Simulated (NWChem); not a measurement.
All runs are NWChem calculations. System: HAs, charge 0, spin multiplicity 3, at a geometry optimised with UPBE/def2-SVP. The structure started from a generated list of species. Its SCF solution wasn't tested for a lower state. Level: UMP2/def2-TZVP, 9 core orbitals frozen.

Job file:

```
start mol
memory heap 200 mb stack 900 mb global 1100 mb
geometry units angstroms nocenter noautoz
  As     0.000000     0.000000     0.045601
  H      0.000000     0.000000    -1.504833
  symmetry group C2v
end
basis spherical
  * library def2-tzvp
end
scf
  uhf
  nopen 2
  maxiter 100
  thresh 1e-7
  semidirect memsize 60000000 filesize 0
  # guess.movecs holds the orbitals of an unrestricted PBE0 run
  vectors input guess.movecs output mol.movecs
end
mp2
  freeze core 9
end
task mp2 energy
```

Part of the output:

```
             Northwest Computational Chemistry Package (NWChem) 7.3.0
             --------------------------------------------------------

                                NWChem Input Module
                                -------------------

 Scaling coordinates for geometry "geometry" by  1.889725989
 (inverse scale =  0.529177249)

 Turning off AUTOSYM since
 SYMMETRY directive was detected!

                             Geometry "geometry" -> ""
                             -------------------------

 Output coordinates in angstroms (scale by  1.889725989 to convert to a.u.)

  No.       Tag          Charge          X              Y              Z
 ---- ---------------- ---------- -------------- -------------- --------------
    1 As                  33.0000     0.00000000     0.00000000     0.04560100
    2 H                    1.0000     0.00000000     0.00000000    -1.50483300

 Effective nuclear repulsion energy (a.u.)      11.2632006374

            Nuclear Dipole moment (a.u.)
            ----------------------------
        X                 Y               Z
 ---------------- ---------------- ----------------
     0.0000000000     0.0000000000    -0.0000000000

      Symmetry information
      --------------------

 Group name             C2v
 Group number             16
 Group order               4
 No. of unique centers     2

      Symmetry unique atoms

     1    2


 Summary of "ao basis" -> "" (spherical)
 ------------------------------------------------------------------------------
       Tag                 Description            Shells   Functions and Types
 ---------------- ------------------------------  ------  ---------------------
 *                         def2-tzvp                  on all atoms

 Summary of "ao basis" -> "ao basis" (spherical)
 ------------------------------------------------------------------------------
       Tag                 Description            Shells   Functions and Types
 ---------------- ------------------------------  ------  ---------------------
 As                        def2-tzvp                16       48   6s5p4d1f
[...]
  AO/Fock/Back tols     =   1.0D-09  1.0D-09  1.0D-09

 GA uses MA = F    GA memory limited = T

 Available:
  local mem=  1.26D+08
 global mem=  1.44D+08
 local disk=  0.00D+00
  mp2_memr nvloc                    36
  nvloc new                    36
   1 passes of   9:        3145728                      22142                   1640932.
   1 passes of   9: M    126150706           G      144173368           F     123004978.

 Semi-direct pass number   1 of   1  for UHF alpha       at        0.6s
  vrange nnbf                  1485
  mp2_eaftype                    10  avail_ma_in_mb                  1099
 EAF : mp2_eaftype filesize          10     820466.
  mp2_eaf for mointskh                     10
Node 0 wrote      3.8 Mb in      0.0 s     Agg I/O rate:  2504.4 Mb/s
 Done moints_semi at        1.6s
  mp2_eaftype                    10  avail_ma_in_mb                  1089
 EAF : mp2_eaftype filesize          10     820466.
  mp2_eaf for kh                    10
 Done maket at        1.6s
 Done multipass loop at        1.6s

 GA uses MA = F    GA memory limited = T

 Available:
  local mem=  1.26D+08
 global mem=  1.44D+08
 local disk=  0.00D+00
  mp2_memr nvloc                    38
  nvloc new                    38
   1 passes of   7:        3145728                      19243                   1348090.
   1 passes of   7: M    126150706           G      144173368           F     123004978.

 Semi-direct pass number   1 of   1  for UHF beta        at        1.7s
  vrange nnbf                  1485
  mp2_eaftype                    10  avail_ma_in_mb                  1099
 EAF : mp2_eaftype filesize          10     674045.
  mp2_eaf for mointskh                     10
Node 0 wrote      3.2 Mb in      0.0 s     Agg I/O rate:  2787.1 Mb/s
 Done moints_semi at        2.7s
  mp2_eaftype                    10  avail_ma_in_mb                  1089
 EAF : mp2_eaftype filesize          10     674045.
  mp2_eaf for kh                    10
 Done maket at        2.7s
 Done multipass loop at        2.7s

          -------------------------------------------
          SCF energy               -2234.763693354749
          Correlation energy          -0.218226717681
          Singlet pairs                0.000000000000
          Triplet pairs                0.000000000000
          Total MP2 energy         -2234.981920072430
          -------------------------------------------

          ---------------------------------------------------
                    Spin Component Scaled (SCS) MP2
          Same spin pairs                     -0.066874867779
          Same spin scaling factor             0.333333333333
          Opposite spin pairs                 -0.151351849902
          Opposite spin scaling fact.          1.200000000000
          SCS-MP2 correlation energy          -0.203913842475
          Total SCS-MP2 energy             -2234.967607197224
          ---------------------------------------------------

 -----------------------
 Performance information
 -----------------------

 Timer overhead =  1.43D-07 seconds/call

               Nr. of calls         CPU time (s)                 Wall time (s)                GFlops
             ---------------    -------------------     ------------------------------   -------------------
Name         Min   Avg   Max    Min     Avg     Max     Min     Avg     Max   Mx/calls   Min     Max     Sum
mp2: moin     2     2     2    2.0     2.0     2.0      2.0     2.0     2.0     1.0      0.0     0.0     0.0
mp2: make     2     2     2   3.09E-2 3.09E-2 3.09E-2  3.09E-2 3.09E-2 3.09E-2 1.54E-2   0.0     0.0     0.0
mp2: tota     1     1     1    2.1     2.1     2.1      2.1     2.1     2.1     2.1      0.0     0.0     0.0

 The average no. of pstat calls per process was 5.00D+00
 with a timing overhead of 7.16D-07s

 Task  times  cpu:        2.7s     wall:        2.7s

 Total times  cpu:        2.7s     wall:        2.7s
```
